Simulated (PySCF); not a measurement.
F4Ti, SMILES [F][Ti+]([F])([F])[F] (connectivity only; charge and spin as stated), charge +1, multiplicity 2.

The structure is a stationary point at B3LYP-D3(BJ)/def2-SVP. A frequency run showed that this geometry is not a minimum. The spin state was assumed, not searched.

All values below come from B3LYP/def2-TZVP (PySCF).

The molecule is in vacuum.

```json
{
 "total_energy": "-1248.79442 hartree",
 "point_group": "D2d",
 "α spin, highest occupied and lowest empty level": "-19.91 and -11.06 eV",
 "β spin, highest occupied and lowest empty level": "-18.90 and -17.50 eV",
 "dipole_moment_about_the_centre_of_nuclear_charge": "0.00 D",
 "mean_static_polarisability": "77.2 bohr³ (11.44 Å³)",
 "polarisability_principal_values": "44.2, 93.7, 93.7 bohr³",
 "⟨S²⟩": "0.769 (pure state 0.75)"
}
```
